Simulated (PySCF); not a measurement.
InHFCl, SMILES [F][InH][Cl].

Geometry optimised at B3LYP-D3(BJ)/def2-TZVP. The def2 effective core potentials stand for the cores of In; spin–orbit coupling is left out.

The numbers are results of HF/def2-TZVPD (PySCF), not measurements.

The molecule is in vacuum.

```
Quantity                                                                                                        Result
---------------------------------------------------------------------------------------------  -----------------------
total energy                                                                                        -748.86768 hartree
point group                                                                                                         Cs
highest occupied level                                                                                       -12.39 eV
lowest empty level                                                                                             0.42 eV
orbital gap                                                                                                   12.81 eV
dipole moment                                                                                                   3.34 D
quadrupole, principal values (traceless, Buckingham form, about the centre of nuclear charge)  -11.12, 0.41, 10.70 D·Å
mean static polarisability                                                                        43.8 bohr³ (6.48 Å³)
polarisability, principal values                                                                35.4, 41.9, 53.9 bohr³
```
